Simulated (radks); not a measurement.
Task: The mean radii <r> (bohr) of the occupied orbitals of an atom or ion are listed with their occupations. Calculated with a radial shooting solver on a logarithmic mesh with Libxc functionals: Dirac Kohn-Sham, BLYP, spin-unpolarised, spherical densities, point nucleus.

orbital      occ.      <r>
1s1/2           2  0.02001
2s1/2           2  0.08428
2p1/2           2  0.07007
2p3/2           4  0.07745
3s1/2           2   0.2205
3p1/2           2   0.2102
3p3/2           4   0.2241
3d3/2           4   0.1972
3d5/2           6   0.2015
4s1/2           2   0.4967
4p1/2           2   0.5047
4p3/2           4   0.5360
4d3/2           4   0.5599
4d5/2           6   0.5706
5s1/2           2    1.115
5p1/2    0.333333    1.193
5p3/2    0.666667    1.255
4f5/2     4.71429   0.6659
4f7/2     6.28571   0.6730

Name the element and its charge. Open shells, if any, are shared by 2j + 1.

Result: Z = 69, thulium, charge +9: Tm9+ in [Kr] 4d10 4f11 5s2 5p1. The 1s radius gives Z: for a bare nucleus <r> = (2 gamma + 1)/(2Z) with gamma = sqrt(1 - (Z/c)^2), 0.01977 bohr for Z = 69, and screening makes it slightly larger (0.02001 here). The occupations add up to 60, and the charge is Z minus that.
